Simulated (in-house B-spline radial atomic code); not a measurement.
Ionisation energies along the 9-electron series, configuration 1s2 2s2 2p1/2(2) 2p3/2(3), as differences of self-consistent energies. Dirac energy differences include first-order Breit, QED and recoil terms. NIST's values go from ground level to ground level; the uncertainty of those that are theory runs from under 0.1 % in few-electron ions to several per cent in heavy many-electron ones. Computed with a radial B-spline atomic code at the basis-set limit: Dirac-Hartree-Fock, jj configuration that fills j = l - 1/2 first, finite nuclei.

A number in brackets counts the electrons of a j subshell.

```tsv
ion	configuration after	ionisation energy (eV)	IE/(q+1)² (eV)	-ε less Coulomb ΔSCF (eV)	Breit and QED recoil part (eV)	tabulated value (eV)	tabulated kind	computed minus tabulated (eV)
Ho58+	[He] 2s2 2p1/2(2) 2p3/2(2)	12799.6	3.677	2.5949	-16.669	12790	tabulated theory	10
Er59+	[He] 2s2 2p1/2(2) 2p3/2(2)	13226.9	3.6741	2.5963	-17.503	13217	tabulated theory	10
Tm60+	[He] 2s2 2p1/2(2) 2p3/2(2)	13661.4	3.6714	2.5976	-18.364	13651	tabulated theory	10
Yb61+	[He] 2s2 2p1/2(2) 2p3/2(2)	14103.2	3.6689	2.599	-19.253	14093	tabulated theory	10
Lu62+	[He] 2s2 2p1/2(2) 2p3/2(2)	14552.3	3.6665	2.6003	-20.17	14542	tabulated theory	10
Hf63+	[He] 2s2 2p1/2(2) 2p3/2(2)	15008.6	3.6642	2.6015	-21.116	14999	tabulated theory	10
Ta64+	[He] 2s2 2p1/2(2) 2p3/2(2)	15472.3	3.6621	2.6027	-22.092	15461	tabulated theory	11
```
